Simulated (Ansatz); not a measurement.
The same path of CH₅FGeOSi (10 atoms, charge 0, multiplicity 1) was run 3 times with different band settings. Lost on the way: Ge4–H8. Made: O3–H8.

Computed with RKS PBE-D4/def2-SVP in Ansatz.

Relaxed end points:

```xyz
10
Properties=species:S:1:pos:R:3
F -1.917 -0.498 0.790
C -0.655 0.065 1.064
O 0.334 -0.915 1.061
Ge 0.923 -0.971 -0.721
Si -0.171 1.146 -0.495
H -0.723 0.526 2.077
H 2.467 -1.138 -0.690
H 0.284 -2.167 -1.480
H -1.256 1.640 -1.411
H 0.797 2.260 -0.192
```

```xyz
10
Properties=species:S:1:pos:R:3
F -1.910 -0.576 0.315
C -0.664 -0.118 0.712
O 0.279 -1.195 0.549
Ge 0.963 -0.919 -1.623
Si 0.047 1.157 -0.599
H -0.738 0.135 1.795
H 2.419 -0.559 -1.026
H -0.087 -2.033 0.909
H -1.134 1.902 -1.166
H 0.909 2.155 0.137
```

Common settings: climbing image yes; optimiser quadratic models (default); start path through a guess of the saddle point; force threshold 0.05 eV/Å; end points relaxed.

| run | movable images | spring | iteration limit |
| --- | --- | --- | --- |
| 1 | 9 | 5.0 eV/Å² | 33 |
| 2 | 9 | 0.5 eV/Å² | 42 |
| 3 | 3 | 5.0 eV/Å² | 60 |

(1) What does each run give, and how far can it be trusted?

Answers

(1) Run 1: converged after 13 iterations, highest image 2.031 eV above the first end. A vibrational analysis at the climbing image gives one clearly imaginary mode, 1238i cm⁻¹: a first-order saddle point.
Run 2: converged after 17 iterations, highest image 2.031 eV above the first end. Another band between the same ends (9 images) ends at a top of the same energy, where a vibrational analysis finds 1 clearly imaginary mode.
Run 3: converged after 11 iterations, highest image 2.031 eV above the first end. Neighbouring images differ by up to 1.7 eV, so the band resolves the path poorly. Another band between the same ends (9 images) ends at a top of the same energy, where a vibrational analysis finds 1 clearly imaginary mode. So few images can step over the top or miss a turn of the path.
The orbitals stay closed-shell, which can raise the energy where a bond breaks towards radicals; this wasn't checked here.
